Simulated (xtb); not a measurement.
Si(Me)(OH)2(SH) (CH6O2SSi), SMILES C[Si](O)(O)S. All values are semi-empirical tight-binding results from xtb (GFN2-xTB unless named), good for trends rather than for accurate numbers. The structure is a stationary point at GFN2-xTB. The values are those of a single conformer.

Optimised geometry:

```xyz
11

C      1.8663     0.7454    -0.1929
Si     0.0629     0.1939    -0.3183
O     -0.0366    -0.7556    -1.6230
O     -1.0182     1.3928    -0.5027
S     -0.5375    -0.8772     1.4729
H      2.1065     1.4285    -1.0007
H      2.0702     1.2501     0.7468
H      2.5404    -0.1011    -0.2675
H     -0.8819    -0.9641    -2.0148
H     -1.2414     1.9719     0.2204
H      0.3672    -1.8346     1.3689
```

Computed properties:
The orbital gap comes out as 5.39 eV. The zero-point energy is 46.0 kcal/mol. The G − E(el) at 298.15 K (modified RRHO) comes out as 25.3 kcal/mol. The static polarisability (D4 model) comes out as 74.8 bohr³ and the solvation energy, GFN2-xTB/ALPB(water) is -8.6 kcal/mol. The solvation energy, GFN2-xTB/ALPB(methanol) comes out as -9.5 kcal/mol.

Computed atomic charges and the Wiberg bond orders between heavy atoms:
charges (e) C1 -0.20, Si2 0.62, O3 -0.46, O4 -0.47, S5 -0.42, H6 0.04, H7 0.04, H8 0.04, H9 0.32, H10 0.32, H11 0.16. Bond orders C1–Si2 0.87, Si2–O3 1.19, Si2–O4 1.18, Si2–S5 0.87.
